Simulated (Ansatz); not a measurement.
Reactions of C$_{3}$H$_{8}$BN (`BC(C)C=N`).

Calculated with Ansatz (gas phase, PBE0-D4/def2-TZVP geometries, no zero-point term in ΔE). CBS: MP2 limit from def2 TZ/QZ plus the TZ coupled-cluster correction, frozen cores. This one scheme is used for every species. Functionals use def2-TZVPP. B3LYP here is the variant with VWN-RPA as its local correlation; programs differ in this. Each species was taken in one conformer, which may not be the lowest.

```csv
reaction,B2PLYP (kJ/mol),B3LYP-D4 (kJ/mol),CCSD(T)/CBS(def2) (kJ/mol)
`BC(C)C=N` + `[OH][AlH][SiH2]O` → `[CH3][Al]([OH])[SiH2]O` + `BCC=N`,-55,-54,-53
`BC(C)C=N` + H–F → `BC(C)F` + `C=N`,57,55,70
`BC(C)C=N` + `O[Si]S` → `CS[Si]O` + `BCC=N`,-6,-6,-5
`BC(C)C=N` + HCl → `CC(Cl)C=N` + BH₃,55,55,56
```

Largest T1 diagnostic: 0.015, for `O[Si]S`.
